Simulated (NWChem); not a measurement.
System: BaCl cation; SMILES [Cl][Ba+]

```xyz
2

Ba     0.0000     0.0000    -0.6190
Cl     0.0000     0.0000     2.0331
```
Atoms are numbered in this order, from 1.

Level: PBE0/def2-SVP with def2 effective core potentials on Ba (NWChem), optimised geometry, unscaled harmonic frequencies. def2 effective core potentials on Ba; no spin-orbit coupling.

Question: List the harmonic frequencies with IR intensities, and the thermochemistry.

Answer: 
| frequency (cm⁻¹) | IR intensity (km/mol) |
|---|---|
| 337 | 58.2 |

| Property | Result |
|---|---|
| zero-point energy | 0.5 kcal/mol |
| thermal correction to the enthalpy at 298.15 K (with zero-point energy) | 2.8 kcal/mol |
| heat capacity Cv | 6.6 cal/(mol K) |
| entropy at 298.15 K and 1 atm (symmetry number 1) | 60.0 cal/(mol K) |

Rigid rotor and harmonic oscillator.
